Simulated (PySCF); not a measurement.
Consider `CSc1cn[nH]n1` (C3H5N3S). Non-hydrogen atoms are numbered in `[CH3:1][S:2][c:3]1[cH:4][n:5][nH:6][n:7]1`.

Computed at PBE0-D3(BJ)/def2-TZVP // PBE0-D3(BJ)/def2-SVP with PySCF (density fitting, grid level 2). Zero-point and thermal terms (298.15 K, 1 bar) come from unscaled GFN2-xTB harmonic frequencies, with soft modes damped to free rotors in the entropy. These were taken at the GFN2-xTB minima.

Q: Rank these bonds by dissociation enthalpy, weakest first.
A. N6–H
B. C4–H
C. C1–H
D. C1–S2

A: D (283 kJ/mol), C (383 kJ/mol), A (406 kJ/mol), B (490 kJ/mol).

Not ranked, since the method can't order them against a listed neighbour: S2–C3 (391 kJ/mol).

Q: For C1–H, what are ΔE (electronic) and ΔG(298 K) of the homolysis?

A: ΔE = 413 and ΔG = 345 kJ/mol, beside ΔH = 383 kJ/mol. The radicals are `[CH2]Sc1cn[nH]n1` and H•.

Known limits: the order of C1–H and S2–C3 is undecided: the gaps lie inside the method's error (some 10 kJ/mol, one structure a species); radicals beside a multiple bond are drawn in one resonance form, and their spin spreads.
